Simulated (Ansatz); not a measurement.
`[Au][S]CCCCc1ccc(-c2ccc(-c3cccs3)s2)s1` with charge -1. Charge -1, multiplicity 2. Geometry r2SCAN-D4/def2-SVP; atoms count from 1.

Cartesian coordinates in Å:
```
Au -3.019 7.961 -0.650
S -3.049 6.581 -2.568
C -2.350 5.029 -1.892
C -0.878 5.128 -1.502
C -0.264 3.819 -0.999
C -0.838 3.343 0.346
C -0.172 2.125 0.899
C 0.658 2.011 1.997
C 1.145 0.700 2.222
C 0.694 -0.225 1.283
C 0.984 -1.628 1.200
C 1.872 -2.377 1.976
C 1.913 -3.740 1.636
C 1.060 -4.087 0.586
C 0.840 -5.362 -0.028
C -0.017 -5.705 -1.075
C 0.035 -7.079 -1.417
C 0.921 -7.798 -0.646
S 1.709 -6.785 0.518
S 0.193 -2.666 0.030
S -0.343 0.574 0.119
H -2.477 4.270 -2.689
H -2.964 4.696 -1.038
H -0.311 5.490 -2.377
H -0.778 5.915 -0.731
H -0.401 3.020 -1.753
H 0.829 3.941 -0.884
H -1.924 3.167 0.240
H -0.733 4.153 1.089
H 0.899 2.869 2.631
H 1.799 0.424 3.052
H 2.480 -1.929 2.764
H 2.552 -4.474 2.134
H -0.658 -4.971 -1.569
H -0.566 -7.529 -2.211
H 1.159 -8.861 -0.691
```

In the def2 sets Au takes a core potential; there is no spin–orbit coupling. Single mean-field runs in def2-TZVP are fitted with def2-universal-jkfit. No other spin state of charge -1 was run.

Estimate the Mulliken populations of the heavy atoms from the PBE0/def2-TZVP orbitals of Ansatz.


```
atom  charge (e)  spin (α − β)  d electrons
 Au1       -0.27          0.58         9.75
  S2       -0.48          0.19            –
  C3       -0.24         -0.02            –
  C4       -0.12          0.01            –
  C5       -0.21          0.00            –
  C6       -0.29         -0.01            –
  C7        0.10          0.04            –
  C8       -0.18         -0.02            –
  C9       -0.24          0.04            –
 C10        0.07         -0.01            –
 C11        0.12          0.04            –
 C12       -0.24          0.00            –
 C13       -0.14          0.01            –
 C14        0.11          0.03            –
 C15       -0.01          0.00            –
 C16       -0.23          0.04            –
 C17       -0.15         -0.02            –
 C18       -0.21          0.04            –
 S19        0.00          0.02            –
 S20       -0.03          0.02            –
 S21       -0.02          0.01            –
```
Mulliken values and Mayer orders depend strongly on the basis.

Where does the spin sit?

Summed by element: Au 0.58, S 0.23, C 0.18, H 0.01, of 1 unpaired in all. Largest on single atoms: Au1 0.58, S2 0.19, C18 0.04.

And the Mayer bond orders between bonded heavy atoms (over 0.3)?

Au1–S2 0.79 (2.36 Å); S2–C3 1.10 (1.83 Å); C3–C4 0.97 (1.53 Å); C4–C5 0.97 (1.53 Å); C5–C6 1.00 (1.54 Å); C6–C7 0.92 (1.49 Å); C7–C8 1.58 (1.38 Å); C7–S21 1.22 (1.74 Å); C8–C9 1.30 (1.42 Å); C9–C10 1.51 (1.39 Å); C10–C11 0.96 (1.44 Å); C10–S21 1.27 (1.75 Å); C11–C12 1.46 (1.40 Å); C11–S20 1.25 (1.75 Å); C12–C13 1.35 (1.41 Å); C13–C14 1.39 (1.40 Å); C14–C15 1.01 (1.43 Å); C14–S20 1.23 (1.75 Å); C15–C16 1.45 (1.40 Å); C15–S19 1.29 (1.75 Å); C16–C17 1.33 (1.42 Å); C17–C18 1.65 (1.38 Å); C18–S19 1.22 (1.73 Å).
